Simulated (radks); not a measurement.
Results of a calculation; reference values are marked as such.
Mean orbital radii <r> (bohr) of the platinum ion Pt3+, [Xe] 4f14 5d7, of relativity; Dirac values are averaged over j with weights 2j + 1. Spin-unpolarised spherical Kohn-Sham, PBE, point nucleus unless stated (finite: rms radius 5.427 fm), a radial shooting solver on a logarithmic mesh with Libxc functionals. A level marked "c x" has the speed of light scaled by that factor and shares open shells by 2j + 1; other Dirac levels either fill j = l - 1/2 first or share by 2j + 1.

shell  non-rel.
2s      0.08181
2p      0.06915
3s       0.2067
3p       0.1970
3d       0.1722
4s       0.4564
4p       0.4611
4d       0.4706
4f       0.5028
5s        1.046
5p        1.135
5d        1.466

Give the values at the level "Dirac, c x 1.5".

Answer. 
shell  Dirac, c x 1.5  change of magnitude (%)
2s            0.07749                    -5.28
2p            0.06722                    -2.79
3s             0.1982                    -4.15
3p             0.1927                    -2.18
3d             0.1714                    -0.48
4s             0.4387                    -3.88
4p             0.4521                    -1.94
4d             0.4695                    -0.24
4f             0.5083                    +1.09
5s              1.005                    -3.90
5p              1.116                    -1.73
5d              1.475                    +0.65
